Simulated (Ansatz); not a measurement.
A barrier at the coupled-cluster level

Start structure (Si$_{2}$H$_{5}$O$_{2}$F$_{3}$, singlet), relaxed at PBE0-D4/def2-TZVP:

Si1  (-0.758, 1.369, 0.395)
O2  (-1.161, -0.078, -0.108)
Si3  (-0.668, -1.587, -0.566)
F4  (-2.063, 2.224, 0.583)
F5  (0.145, 2.158, -0.628)
F6  (-0.025, 1.365, 1.791)
H7  (2.236, 0.602, -0.454)
O8  (1.854, -0.082, 0.102)
H9  (0.026, -2.264, 0.552)
H10  (0.189, -1.505, -1.770)
H11  (-1.911, -2.326, -0.894)
H12  (2.136, 0.124, 0.997)
(Å)

The step: Si₂H₃OF₃ ([F][Si]([F])([F])[O][SiH3]) + H₂O → SiHOF₃ ([OH][Si]([F])([F])[F]) + SiH₄O ([OH][SiH3]); bonds formed: Si1–O8, O2–H7; bonds broken: Si1–O2, H7–O8. Computed with Ansatz 0.2.0 (basis: def2-TZVPP and def2-QZVPP); correlated methods freeze the cores. Extrapolation: Hartree–Fock as exp(−7.88 √X), correlation as X^−2.97. Energies below are by CCSD(T) at an estimated basis limit (MP2 extrapolated from triple and quadruple zeta, plus CCSD(T) − MP2 in triple zeta).

(1) What are the electronic barrier and the energy of the step, from the start structure to the end structure? (Judge from chemistry; the value comes from the calculation.)

The T1 diagnostic stays at or below 0.012.

## Answers

(1) The calculation gives: Barrier 30.10 kcal/mol; step energy 7.82 kcal/mol (uphill); reverse barrier, their difference, 22.28 kcal/mol. Barrier and step energy count from the start structure, the reverse barrier from the end structure.

The saddle point: One imaginary mode of 872i cm⁻¹.
```json
{"pair": "Si1–O8", "start (Å)": "3.00", "saddle (Å)": "1.80", "end (Å)": "1.62"}
{"pair": "O2–H7", "start (Å)": "3.48", "saddle (Å)": "1.11", "end (Å)": "0.96"}
{"pair": "Si1–O2", "start (Å)": "1.58", "saddle (Å)": "1.79", "end (Å)": "2.91"}
{"pair": "H7–O8", "start (Å)": "0.96", "saddle (Å)": "1.33", "end (Å)": "2.30"}
```

Zero-point energy (harmonic, PBE0-D4): ZPE is 40.31 kcal/mol at the start and 39.01 kcal/mol at the saddle, so the barrier goes from 30.10 to 28.80 kcal/mol.

Labels in which every atom is bracketed show which atoms are joined, not bond orders.

For scale, one of the runs: CCSD(T)/def2-TZVPP, 309 basis functions, launched by `ansatz run in.yaml --threads 4 --pin off --events-out ev --progress --plain --max-ram 46080MiB --backend cuda --devices 0, --max-vram 37GiB`. Hardware: 4 CPU threads of an AMD EPYC 7R13 and a share of one NVIDIA H100, shared host. Wall time 7 s; peak host memory 0.87 GiB.
